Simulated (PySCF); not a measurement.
CH4N2OSi, SMILES N#CO[SiH2]N.

Geometry optimised at PBE-D3(BJ)/def2-SVP. This is a generated structure with no PubChem entry under its InChIKey; it may be hypothetical. Other conformers were not sampled.

The numbers are results of PBE-D3(BJ)/def2-SVP in PySCF 2.14.0, not measurements.

Frequencies are harmonic and unscaled.

Estimate the vibrational spectrum. (An estimate is asked for; the answer gives what the named calculation found.)


```csv
mode,ν (cm⁻¹),IR (km/mol),moving atoms (share of kinetic energy)
1,34,0.5,"N 45 %, O 39 %, H 12 %"
2,100,1.1,"N 48 %, O 27 %, Si 14 %, H 9 %"
3,255,16.7,"N 42 %, Si 20 %, H 18 %, O 11 %, C 9 %"
4,284,9.0,H 94 %
5,387,207.1,"H 71 %, N 27 %"
6,490,1.3,"C 68 %, N 16 %, O 8 %"
7,491,17.8,"C 70 %, N 15 %, Si 11 %"
8,535,26.0,"H 82 %, Si 9 %"
9,653,112.4,"O 53 %, Si 29 %, C 9 %"
10,747,11.6,H 93 %
11,858,12.9,"H 68 %, N 27 %"
12,869,67.0,"H 75 %, N 17 %"
13,884,197.3,"H 88 %, Si 9 %"
14,924,198.2,"H 42 %, Si 35 %, N 24 %"
15,1166,200.6,"O 63 %, N 31 %"
16,1491,49.9,"H 89 %, N 11 %"
17,2214,47.2,H 97 %
18,2232,102.0,H 95 %
19,2310,251.1,"C 66 %, N 31 %"
20,3508,52.7,H 96 %
21,3605,51.5,"H 91 %, N 9 %"
```
